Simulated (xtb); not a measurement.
xtb input (GFN2-xTB):

```bash
xtb mol.xyz --gfn 2 --ohess tight --chrg 1 --uhf 0
```
mol.xyz:
```
5

C     -0.18285253    -0.08381347     0.05529972
Te     1.93893899     0.04208180    -0.05349139
H     -0.55492465    -0.78016444    -0.72759531
H     -0.59177214    -0.16079790     1.03920776
H     -0.50298496     0.94444454    -0.32978881
```

End of the output:

```
optimized geometry written to: xtbopt.xyz

           -------------------------------------------------
          | TOTAL ENERGY               -6.197436233274 Eh   |
          | TOTAL ENTHALPY             -6.162578420193 Eh   |
          | TOTAL FREE ENERGY          -6.193145913290 Eh   |
          | GRADIENT NORM               0.000307587349 Eh/α |
          | HOMO-LUMO GAP               0.457240747524 eV   |
           -------------------------------------------------

------------------------------------------------------------------------
------------------------------------------------------------------------
 total:
 SCF:
 ANC optimizer:
 analytical hessian:
```
